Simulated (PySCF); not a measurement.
A structure optimised at PBE-D3(BJ)/def2-SVP, used in a PySCF frequency run:

```
B
O 1 1.3467
H 2 0.9788 1 110.74
N 1 1.4852 2 126.16 3 0.00
C 4 1.2863 1 102.00 2 180.00
H 5 1.1087 4 124.23 1 180.00
N 5 1.4810 6 115.22 4 180.00
C 7 1.2969 5 104.64 6 180.00
H 8 1.1057 7 119.48 5 180.00
```

Task: Write its SMILES, formula and point group.

Result: OB1C=NC=N1, C₂H₃BN₂O, Cs

Task: What are its rotational constants (standard atomic weights)?

Result: 8.2784, 3.6219, 2.5195 GHz
